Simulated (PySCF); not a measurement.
C₂H₄BN₃.

```xyz
10

N      0.0000     0.0000     2.0609
B      0.0000     0.0000     0.6783
N      0.0000     1.2447    -0.1646
C      0.0000     0.7664    -1.3489
C      0.0000    -0.7664    -1.3489
N      0.0000    -1.2447    -0.1646
H      0.0000    -0.8571     2.6019
H      0.0000     0.8571     2.6019
H      0.0000     1.3803    -2.2647
H      0.0000    -1.3803    -2.2647
```
Charge 0, spin multiplicity 1.

Coordinates come from a B3LYP-D3(BJ)/def2-SVP optimisation. This is a generated structure with no PubChem entry under its InChIKey; it may be hypothetical. Other conformers were not sampled.

Method: PBE/pcSseg-1 run with PySCF. Non-relativistic, no solvent.

Question: Give the absolute GIAO shielding of each atom: isotropic value and principal components (ppm). (An estimate is asked for; the answer gives what the named calculation found.)

Answer: 
```json
[
 {"atom": "N1", "σ(iso)": "151.8", "σ11": "78.7", "σ22": "171.7", "σ33": "205.1", "span": "126.4"},
 {"atom": "B2", "σ(iso)": "60.5", "σ11": "26.3", "σ22": "60.1", "σ33": "95.2", "span": "68.8"},
 {"atom": "N3", "σ(iso)": "-142.3", "σ11": "-507.1", "σ22": "-195.2", "σ33": "275.2", "span": "782.3"},
 {"atom": "C4", "σ(iso)": "0.8", "σ11": "-112.5", "σ22": "31.4", "σ33": "83.5", "span": "196.0"},
 {"atom": "C5", "σ(iso)": "0.8", "σ11": "-112.5", "σ22": "31.4", "σ33": "83.5", "span": "196.0"},
 {"atom": "N6", "σ(iso)": "-142.3", "σ11": "-507.1", "σ22": "-195.2", "σ33": "275.2", "span": "782.3"},
 {"atom": "H7", "σ(iso)": "26.6", "σ11": "22.3", "σ22": "24.9", "σ33": "32.5", "span": "10.2"},
 {"atom": "H8", "σ(iso)": "26.6", "σ11": "22.3", "σ22": "24.9", "σ33": "32.5", "span": "10.2"},
 {"atom": "H9", "σ(iso)": "23.1", "σ11": "21.3", "σ22": "23.2", "σ33": "24.7", "span": "3.4"},
 {"atom": "H10", "σ(iso)": "23.1", "σ11": "21.3", "σ22": "23.2", "σ33": "24.7", "span": "3.4"}
]
```
